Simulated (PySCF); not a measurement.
Correlation energy of Co²⁺ (cobalt, charge +2)

[Ar] 3d6 4p1, one real determinant (an excited configuration). Computed with PySCF 2.14 in ANO-RCC-VTZP (6s5p3d2f1g, 59 functions), with the spin-free X2C one-electron Hamiltonian (Gaussian nucleus). Frozen: [Ar]; 7 electrons correlated.

MP2 pair energies summed by pair of shells (mhartree):

| pair | energy | share (%) |
| --- | --- | --- |
| 3d-3d | -108.72 | 89.9 |
| 3d-4p | -12.19 | 10.1 |

Total MP2 correlation energy: -120.91 mhartree.

Same-spin part -73.35 and opposite-spin part -47.56 mhartree; SCS-MP2 scales them by 1/3 and 6/5 to -81.52 mhartree.

The reference is one real determinant that mixes LS terms of this configuration.
